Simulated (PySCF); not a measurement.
## Ag²⁶⁺ (silver, charge +26): UHF calculation

Configuration: [Ar] 3d3, high-spin 4F determinant. Computed with PySCF 2.14 in an even-tempered Gaussian basis (18 s from 3.1 bohr⁻², ratio 2.5; 12 p from 4.1 bohr⁻², ratio 2.5; 8 d from 4.1 bohr⁻², ratio 2.5; 4 f from 16 bohr⁻², ratio 2.7; 3 g from 23 bohr⁻², ratio 2.7), with scalar relativity by spin-free X2C-1e.

```json
{
  "Total energy": "-4886.477527 hartree",
  "One-electron energy": "-5813.9602 hartree",
  "Hartree (Coulomb) energy": "1039.5971 hartree",
  "Exchange energy": "-112.1144 hartree",
  "⟨S²⟩": "3.7505",
  "⟨L²⟩": "12.004",
  "Sum of ⟨r⟩": "4.634 bohr",
  "Sum of ⟨r²⟩": "1.511 bohr²"
}
```

```
shell  electrons  mean orbital energy (hartree)  rms radius, mean of both spins (bohr)
 1s α          1                     -983.90533                                 0.0357
 1s β          1                     -983.89591                                 0.0357
 2s α          1                     -182.79921                                  0.145
 2s β          1                     -182.24009                                  0.145
 2p α          3                     -168.15541                                  0.129
 2p β          3                     -167.60988                                  0.129
 3s α          1                      -62.38862                                  0.365
 3s β          1                      -61.71433                                  0.365
 3p α          3                      -57.42254                                  0.361
 3p β          3                      -56.57075                                  0.361
 3d α          3                      -50.92521                                  0.326
```

Spin-orbit coupling, absent here, splits the open shell strongly.

Densities and radii are taken from the X2C orbitals without a picture-change correction, which distorts them close to the nucleus.

Spin-orbit constants ζ (cm⁻¹) from the X2C one-electron operator on these orbitals: bare nucleus, nucleus screened by l(l+1)(2l+1)/3 electrons, and screened by the Breit-Pauli mean field of the electrons.

```
shell    bare  screened nucleus  mean field
   2p  953400            912800      895100
   3p  204400            195700      191800
   3d   32370             25480       25090
```

To first order the Landé constant is A = 8363 cm⁻¹, so the lowest level has J = 3/2 and lies 6.22 eV below the centre of the term. This holds in LS coupling only.
